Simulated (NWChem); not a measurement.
System: VNH$_{2}$OF$_{2}$; SMILES [NH]=[V]([OH])([F])[F]

The following NWChem deck was run.

```
start job
memory heap 200 mb stack 900 mb global 1100 mb
geometry units angstroms noautoz
  V      0.024357     0.000046     0.034539
  N     -0.023809    -0.000053    -1.553633
  H      0.064082     0.000097    -2.569149
  F      0.850122    -1.414646     0.559662
  F      0.845053     1.417671     0.559691
  O     -1.608483    -0.002894     0.624819
  H     -2.384508    -0.004587     0.052751
end
basis spherical
  * library def2-svpd
end
dft
  xc xpbe96 cpbe96
  iterations 150
  mulliken
end
task dft energy
```

Parts of the log:

```
             Northwest Computational Chemistry Package (NWChem) 7.3.0
             --------------------------------------------------------

 CS  symmetry detected

                             Geometry "geometry" -> ""
                             -------------------------

 Output coordinates in angstroms (scale by  1.889725989 to convert to a.u.)

  No.       Tag          Charge          X              Y              Z
 ---- ---------------- ---------- -------------- -------------- --------------
    1 V                   23.0000     0.01537785    -0.00992642     0.00000000
    2 N                    7.0000    -0.21065850    -1.58266854     0.00000000
    3 H                    1.0000    -0.23725128    -2.60163391     0.00000000
    4 F                    9.0000     0.89232669     0.41953883    -1.41616047
    5 F                    9.0000     0.89232669     0.41953883     1.41616047
    6 O                    8.0000    -1.54093372     0.75981307     0.00000000
    7 H                    1.0000    -2.37624040     0.27841775     0.00000000

 Effective nuclear repulsion energy (a.u.)     340.6059432526

      Symmetry information
      --------------------

 Group name             Cs
 Group number              2
 Group order               2
 No. of unique centers     6

  pbe96 is a nonlocal functional; adding pw91lda local functional.

                                 NWChem DFT Module
                                 -----------------

 Summary of "ao basis" -> "ao basis" (spherical)
 ------------------------------------------------------------------------------
       Tag                 Description            Shells   Functions and Types
 ---------------- ------------------------------  ------  ---------------------
 V                         def2-svpd                12       34   5s4p2d1f
 N                         def2-svpd                 8       20   4s2p2d
 H                         def2-svpd                 4        8   2s2p
 F                         def2-svpd                 9       23   4s3p2d
 O                         def2-svpd                 9       23   4s3p2d

      Symmetry analysis of basis
      --------------------------

        a'         88
        a"         51

            General Information
            -------------------
          SCF calculation type: DFT
          Wavefunction type:  closed shell.
          No. of atoms     :     7
          No. of electrons :    58
           Alpha electrons :    29
            Beta electrons :    29
          Charge           :     0
          Spin multiplicity:     1
          Use of symmetry is: on ; symmetry adaption is: on
          Maximum number of iterations: 150
          AO basis - number of functions:   139
                     number of shells:    55
          Convergence on energy requested:  1.00D-06
          Convergence on density requested:  1.00D-05
          Convergence on gradient requested:  5.00D-04

              XC Information
              --------------
          PerdewBurkeErnzerhof Exchange Functional  1.000
            Perdew 1991 LDA Correlation Functional  1.000 local
           PerdewBurkeErnz. Correlation Functional  1.000 non-local

             Grid Information
             ----------------
          Grid used for XC integration:  medium
          Radial quadrature: Mura-Knowles
          Angular quadrature: Lebedev.
          Tag              B.-S. Rad. Rad. Pts. Rad. Cut. Ang. Pts.
          ---              ---------- --------- --------- ---------
          V                   1.35      112          10.0       590
          N                   0.65       49          10.0       434
          H                   0.35       45          11.0       434
          F                   0.50       49          11.0       434
          O                   0.60       49          11.0       434
          Grid pruning is: on
          Number of quadrature shells:   349
          Spatial weights used:  Erf1

      Superposition of Atomic Density Guess
      -------------------------------------

 Sum of atomic energies:       -1271.21439201

      Non-variational initial energy
      ------------------------------

 Total energy =   -1271.445623
 1-e energy   =   -2426.836094
 2-e energy   =     814.784527
 HOMO         =      -0.395572
 LUMO         =      -0.025753

      Symmetry analysis of molecular orbitals - initial
      -------------------------------------------------

  Numbering of irreducible representations:

     1 a'          2 a"

  Orbital symmetries:

     1 a'          2 a'          3 a"          4 a'          5 a'
     6 a'          7 a'          8 a"          9 a'         10 a'
    11 a'         12 a"         13 a'         14 a'         15 a"
    16 a'         17 a'         18 a'         19 a'         20 a'
    21 a"         22 a"         23 a'         24 a"         25 a'
    26 a'         27 a"         28 a"         29 a'         30 a'
    31 a'         32 a"         33 a'         34 a'         35 a'
    36 a"         37 a'         38 a"         39 a'

     ---------------------------------------------
      Total Density - Mulliken Population Analysis
     ---------------------------------------------

    Atom       Charge   Shell Charges
 -----------   ------   -------------------------------------------------------
    1 V   23    19.31   2.00  2.00  2.00  0.04  0.02  6.00  6.00 -0.18  0.02  0.69  0.68  0.04
    2 N    7     8.03   1.99  1.12  0.56 -0.14  2.81  1.70  0.01 -0.02
    3 H    1     1.10   0.62  0.35  0.05  0.08
    4 F    9     9.88   1.99  1.16  0.79  0.03  3.59  2.15  0.16  0.00  0.00
    5 F    9     9.88   1.99  1.16  0.79  0.03  3.59  2.15  0.16  0.00  0.00
    6 O    8     9.14   1.99  1.12  0.66  0.07  3.18  1.97  0.15  0.00 -0.01
    7 H    1     0.65   0.54  0.05  0.06  0.01

   convergence    iter        energy       DeltaE   RMS-Dens  Diis-err
 ---------------- ----- ----------------- --------- --------- ---------
 d= 0,ls=0.0,diis     1  -1273.2446332205 -1.61D+03  1.01D-01  6.82D+00
 d= 0,ls=0.0,diis     2  -1252.5790788451  2.07D+01  8.09D-02  1.47D+02
 d= 0,ls=0.0,diis     3  -1271.9387917536 -1.94D+01  1.56D-02  3.03D+01
 d= 0,ls=0.0,diis     4  -1271.1292438887  8.10D-01  9.31D-03  3.90D+01
 d= 0,ls=0.0,diis     5  -1272.1657492601 -1.04D+00  5.91D-04  2.73D+01
  Resetting Diis
 d= 0,ls=0.0,diis     6  -1272.1828231369 -1.71D-02  1.91D-03  2.73D+01
 d= 0,ls=0.0,diis     7  -1271.7815003337  4.01D-01  7.95D-02  3.20D+01
 d= 0,ls=0.5,diis     8  -1262.7936528566  8.99D+00  6.07D-02  1.09D+02
 d= 0,ls=0.5,diis     9  -1271.4156684138 -8.62D+00  2.24D-02  2.06D+01
 d= 0,ls=0.5,diis    10  -1273.4329633729 -2.02D+00  8.49D-03  5.17D+00
 d= 0,ls=0.5,diis    11  -1274.0251612833 -5.92D-01  3.21D-03  1.25D+00
 d= 0,ls=0.5,diis    12  -1274.1471841666 -1.22D-01  2.38D-03  2.10D-01
 d= 0,ls=0.5,diis    13  -1274.1661862878 -1.90D-02  7.89D-04  6.81D-02
 d= 0,ls=0.5,diis    14  -1274.1719136367 -5.73D-03  4.56D-04  2.72D-02
 d= 0,ls=0.5,diis    15  -1274.1737104735 -1.80D-03  2.31D-04  1.50D-02
 d= 0,ls=0.5,diis    16  -1274.1745204697 -8.10D-04  1.37D-04  8.76D-03
 d= 0,ls=0.5,diis    17  -1274.1749220432 -4.02D-04  8.78D-05  5.36D-03
 d= 0,ls=0.5,diis    18  -1274.1751359519 -2.14D-04  6.67D-05  3.39D-03
 d= 0,ls=0.5,diis    19  -1274.1753040873 -1.68D-04  5.44D-05  1.82D-03
 d= 0,ls=0.5,diis    20  -1274.1754088203 -1.05D-04  3.23D-05  8.44D-04
 d= 0,ls=0.5,diis    21  -1274.1754578846 -4.91D-05  2.25D-05  3.91D-04
 d= 0,ls=0.5,diis    22  -1274.1754804934 -2.26D-05  1.60D-05  1.86D-04
 d= 0,ls=0.5,diis    23  -1274.1754910897 -1.06D-05  1.19D-05  9.26D-05
 d= 0,ls=0.5,diis    24  -1274.1754962631 -5.17D-06  8.61D-06  4.93D-05
 d= 0,ls=0.5,diis    25  -1274.1754991246 -2.86D-06  6.25D-06  2.53D-05
 d= 0,ls=0.5,diis    26  -1274.1755005293 -1.40D-06  4.52D-06  1.36D-05
 d= 0,ls=0.5,diis    27  -1274.1755012339 -7.05D-07  3.32D-06  8.01D-06

         Total DFT energy =    -1274.175501647081
      One electron energy =    -2430.988343632085
           Coulomb energy =      897.999747554839
    Exchange-Corr. energy =      -81.792848822408
 Nuclear repulsion energy =      340.605943252573

 Numeric. integr. density =       57.999991841013

                  Occupations of the irreducible representations
                  ----------------------------------------------

                     irrep           alpha         beta
                     --------     --------     --------
                     a'               20.0         20.0
                     a"                9.0          9.0

                       DFT Final Molecular Orbital Analysis
                       ------------------------------------

 Vector   27  Occ=2.000000D+00  E=-3.207279D-01  Symmetry=a"
              MO Center= -1.0D+00,  6.4D-01,  4.2D-14, r^2= 2.0D+00
   Bfn.  Coefficient  Atom+Function         Bfn.  Coefficient  Atom+Function
  ----- ------------  ---------------      ----- ------------  ---------------
   115      0.560845  6 O  pz               118      0.381150  6 O  pz
    67      0.130347  4 F  px                90     -0.130347  5 F  px
    69      0.125882  4 F  pz                92      0.125882  5 F  pz
    68     -0.116550  4 F  py                91      0.116550  5 F  py
    21      0.104549  1 V  d  1              72     -0.092527  4 F  pz

 Vector   28  Occ=2.000000D+00  E=-2.880301D-01  Symmetry=a'
              MO Center= -2.5D-01, -8.6D-01, -5.9D-14, r^2= 2.2D+00
   Bfn.  Coefficient  Atom+Function         Bfn.  Coefficient  Atom+Function
  ----- ------------  ---------------      ----- ------------  ---------------
    39      0.479250  2 N  px                18      0.315037  1 V  d -2
    42     -0.315427  2 N  px               114      0.214941  6 O  py
     4     -0.143642  1 V  s                117      0.136322  6 O  py
   112      0.134346  6 O  s                 23      0.126812  1 V  d -2
   132     -0.109163  7 H  s                 68      0.107026  4 F  py

[...]
```

Level: PBE/def2-SVPD. Structure relaxed at the PBE0/def2-SVP level.
